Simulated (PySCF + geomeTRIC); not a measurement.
These are B3LYP-D3(BJ)/def2-TZVP run with PySCF + geomeTRIC values and carry that method's errors. fastk is a local helper that only speeds up exchange builds. No frequencies were computed at this level.

```python
import json, numpy as np
from pyscf import gto, dft
from fastk import lowrank_exchange
atoms = """
B      1.918263     0.018425     0.026401
C      0.476726     0.364553    -0.282253
C     -0.574380    -0.286167     0.262795
N     -1.881117     0.016478     0.049898
H      2.163351    -0.850639     0.775871
H      2.795316     0.606263    -0.482914
H      0.226125     1.164078    -0.974559
H     -0.413463    -1.094570     0.963831
H     -2.105389     0.679484    -0.673416
H     -2.605433    -0.617910     0.334347
"""
def scf(charge, spin, dm0=None):
    mol = gto.M(atom=atoms, basis='def2-tzvp', ecp={}, charge=charge, spin=spin, verbose=3, max_memory=5040)
    mf = dft.KS(mol, xc='b3lyp').density_fit(auxbasis="def2-universal-jkfit")
    mf.disp = 'd3bj'
    mf.grids.level = 3
    mf.conv_tol = 1e-8
    mf.max_cycle = 60
    mf.kernel(dm0)
    if not mf.converged:
        mf = mf.newton().run(mf.mo_coeff, mf.mo_occ).undo_soscf()
    return mf
mf = scf(0, 0)
from pyscf.geomopt.geometric_solver import kernel as optimize
path = []
done, mol = optimize(mf, maxsteps=80, assert_convergence=False, callback=lambda env: path.append((env["energy"], bool(env["g_scanner"].converged))))
res = dict(converged=bool(done and path[-1][1]), energy=path[-1][0], path=[e for e, c in path], xyz=mol.atom_coords(unit="Angstrom").tolist(), nao=mol.nao)
json.dump(res, open("result.json", "w"))
```

Output:

```
converged SCF energy = -159.481638426115
Geometry optimization cycle 1
converged SCF energy = -159.481638423627
cycle 1: E = -159.481638424  dE = -159.482  norm(grad) = 0.0302054
Geometry optimization cycle 2
converged SCF energy = -159.482242042885
cycle 2: E = -159.482242043  dE = -0.000603619  norm(grad) = 0.0109628
Geometry optimization cycle 3
converged SCF energy = -159.482626983804
cycle 3: E = -159.482626984  dE = -0.000384941  norm(grad) = 0.00944772
Geometry optimization cycle 4
converged SCF energy = -159.482551250837
cycle 4: E = -159.482551251  dE = 7.5733e-05  norm(grad) = 0.0105078
Geometry optimization cycle 5
converged SCF energy = -159.482734071183
cycle 5: E = -159.482734071  dE = -0.00018282  norm(grad) = 0.00472847
Geometry optimization cycle 6
converged SCF energy = -159.48279828748
cycle 6: E = -159.482798287  dE = -6.42163e-05  norm(grad) = 0.00233727
Geometry optimization cycle 7
converged SCF energy = -159.482817381653
cycle 7: E = -159.482817382  dE = -1.90942e-05  norm(grad) = 0.00270027
Geometry optimization cycle 8
converged SCF energy = -159.482849116095
cycle 8: E = -159.482849116  dE = -3.17344e-05  norm(grad) = 0.00179626
Geometry optimization cycle 9
converged SCF energy = -159.482892406796
cycle 9: E = -159.482892407  dE = -4.32907e-05  norm(grad) = 0.00230159
Geometry optimization cycle 10
converged SCF energy = -159.482906911749
cycle 10: E = -159.482906912  dE = -1.4505e-05  norm(grad) = 0.00147055
Geometry optimization cycle 11
converged SCF energy = -159.482913721667
cycle 11: E = -159.482913722  dE = -6.80992e-06  norm(grad) = 0.000268832
Geometry optimization cycle 12
converged SCF energy = -159.482914774901
cycle 12: E = -159.482914775  dE = -1.05323e-06  norm(grad) = 0.000286592
Geometry optimization cycle 13
converged SCF energy = -159.482915015838
cycle 13: E = -159.482915016  dE = -2.40936e-07  norm(grad) = 7.83562e-05
<class 'geometric.internal.Distance'> : 9
<class 'geometric.internal.Angle'> : 8
<class 'geometric.internal.OutOfPlane'> : 4
<class 'geometric.internal.Dihedral'> : 12
<class 'geometric.internal.TranslationX'> : 1
<class 'geometric.internal.TranslationY'> : 1
<class 'geometric.internal.TranslationZ'> : 1
<class 'geometric.internal.RotationA'> : 1
<class 'geometric.internal.RotationB'> : 1
<class 'geometric.internal.RotationC'> : 1
Step    0 : Gradient = 9.552e-03/1.853e-02 (rms/max) Energy = -159.4816384236
Step    1 : Displace = 1.052e-01/1.529e-01 (rms/max) Trust = 1.000e-01 (=) Grad = 3.467e-03/7.850e-03 (rms/max) E (change) = -159.4822420429 (-6.036e-04) Quality = 0.409
Step    2 : Displace = 5.858e-02/7.880e-02 (rms/max) Trust = 1.000e-01 (=) Grad = 2.988e-03/6.531e-03 (rms/max) E (change) = -159.4826269838 (-3.849e-04) Quality = 0.643
Step    3 : Displace = 2.100e-02/4.087e-02 (rms/max) Trust = 1.000e-01 (=) Grad = 3.323e-03/6.602e-03 (rms/max) E (change) = -159.4825512508 (+7.573e-05) Quality = -0.304
Step    4 : Displace = 9.769e-03/1.557e-02 (rms/max) Trust = 1.050e-02 (-) Grad = 1.495e-03/2.896e-03 (rms/max) E (change) = -159.4827340712 (-1.828e-04) Quality = 0.990
Step    5 : Displace = 1.437e-02/2.314e-02 (rms/max) Trust = 1.485e-02 (+) Grad = 7.391e-04/1.633e-03 (rms/max) E (change) = -159.4827982875 (-6.422e-05) Quality = 0.989
Step    6 : Displace = 7.160e-03/9.440e-03 (rms/max) Trust = 2.100e-02 (+) Grad = 8.539e-04/1.450e-03 (rms/max) E (change) = -159.4828173817 (-1.909e-05) Quality = 0.700
Step    7 : Displace = 5.686e-03/8.543e-03 (rms/max) Trust = 2.100e-02 (=) Grad = 5.680e-04/1.113e-03 (rms/max) E (change) = -159.4828491161 (-3.173e-05) Quality = 1.591
Step    8 : Displace = 1.471e-02/2.875e-02 (rms/max) Trust = 2.970e-02 (+) Grad = 7.278e-04/1.335e-03 (rms/max) E (change) = -159.4828924068 (-4.329e-05) Quality = 0.983
Step    9 : Displace = 5.827e-03/1.067e-02 (rms/max) Trust = 4.201e-02 (+) Grad = 4.650e-04/9.960e-04 (rms/max) E (change) = -159.4829069117 (-1.450e-05) Quality = 1.267
Step   10 : Displace = 4.389e-03/8.372e-03 (rms/max) Trust = 5.941e-02 (+) Grad = 8.501e-05/1.350e-04 (rms/max) E (change) = -159.4829137217 (-6.810e-06) Quality = 1.216
Step   11 : Displace = 4.283e-03/8.147e-03 (rms/max) Trust = 8.401e-02 (+) Grad = 9.063e-05/1.762e-04 (rms/max) E (change) = -159.4829147749 (-1.053e-06) Quality = 0.766
Step   12 : Displace = 6.029e-04/1.480e-03 (rms/max) Trust = 1.188e-01 (+) Grad = 2.478e-05/4.356e-05 (rms/max) E (change) = -159.4829150158 (-2.409e-07) Quality = 0.908
Converged! =D
```

Cost: around 4 core-minutes (rough).
